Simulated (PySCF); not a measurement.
Numbering as in the mapped SMILES `[CH2:1]=[CH:2]/[C:3]([F:4])=[C:5](/[CH3:6])[C:7](=[O:8])[Cl:9]` (H(Xn): hydrogen on atom n). Ha(C1) is cis to C3; Hb(C1) is trans to C3.

[PySCF: GIAO PBE0/pcSseg-1 shieldings; geometry: GFN2-xTB; a single conformation; equivalent nuclei averaged; no solvent model; non-relativistic]

δ = σ(ref) − σ, references computed at the same level: ¹³C (σref 186.93) and ¹H (σref 31.72) vs TMS; ¹⁹F (σref 170.95) vs CFCl3; ¹⁷O (σref 336.08) against H2O; ³⁵Cl (σref 949.78) against HCl.

```json
{"atoms": "C1", "nucleus": "¹³C", "count": "1", "Hirshfeld charge": "-0.06", "δ (ppm)": "136.9"}
{"atoms": "H(C2)", "nucleus": "¹H", "count": "1", "Hirshfeld charge": "0.05", "δ (ppm)": "8.16"}
{"atoms": "C6", "nucleus": "¹³C", "count": "1", "Hirshfeld charge": "-0.13", "δ (ppm)": "?"}
{"atoms": "O8", "nucleus": "¹⁷O", "count": "1", "Hirshfeld charge": "-0.20", "δ (ppm)": "566.0"}
{"atoms": "C2", "nucleus": "¹³C", "count": "1", "Hirshfeld charge": "-0.06", "δ (ppm)": "135.5"}
{"atoms": "C5", "nucleus": "¹³C", "count": "1", "Hirshfeld charge": "-0.03", "δ (ppm)": "117.6"}
{"atoms": "Ha(C1)", "nucleus": "¹H", "count": "1", "Hirshfeld charge": "0.05", "δ (ppm)": "?"}
{"atoms": "F4", "nucleus": "¹⁹F", "count": "1", "Hirshfeld charge": "-0.04", "δ (ppm)": "?"}
{"atoms": "H(C6)", "nucleus": "¹H", "count": "3", "Hirshfeld charge": "0.04", "δ (ppm)": "?"}
{"atoms": "Hb(C1)", "nucleus": "¹H", "count": "1", "Hirshfeld charge": "0.06", "δ (ppm)": "6.25"}
{"atoms": "Cl9", "nucleus": "³⁵Cl", "count": "1", "Hirshfeld charge": "-0.04", "δ (ppm)": "466"}
{"atoms": "C7", "nucleus": "¹³C", "count": "1", "Hirshfeld charge": "0.17", "δ (ppm)": "177.6"}
{"atoms": "C3", "nucleus": "¹³C", "count": "1", "Hirshfeld charge": "0.12", "δ (ppm)": "178.7"}
```

Task: Fill in the missing shifts.

Result: 
- C6: 17.8 ppm, allylic methyl carbon; a saturated carbon with 1 carbon neighbour and no heteroatom attached
- Ha(C1): 6.58 ppm, hydrogen on a terminal =CH2 carbon; attached to an sp2 carbon and in the plane of the double bond
- H(C6): 2.29 ppm, hydrogen on an allylic methyl carbon; allylic position
- F4: -92.6 ppm, vinylic fluorine

Carbons that carry Cl, above all several Cl atoms, come out too deshielded, partly because spin–orbit coupling is missing. Shifts are as computed. Against solution values, carbons near 30 ppm lie about +3 ppm off and those near 130 ppm about +5 ppm; carbons on Cl a further +6 ppm. Of 1211 compounds with measured shifts, 218 miss one by over three times the rms of a fit or turn the order of signals round; such compounds aren't used in these exercises. Unscaled 19F shifts against computed CFCl3 carry errors that often reach 10 to 50 ppm. Unscaled 17O shifts of doubly bonded oxygen tend to come out too high, by tens of ppm or more. Experimental scales use liquid or dissolved standards, which lie at an offset from isolated H2O (liquid H2O: subtract about 36 ppm).
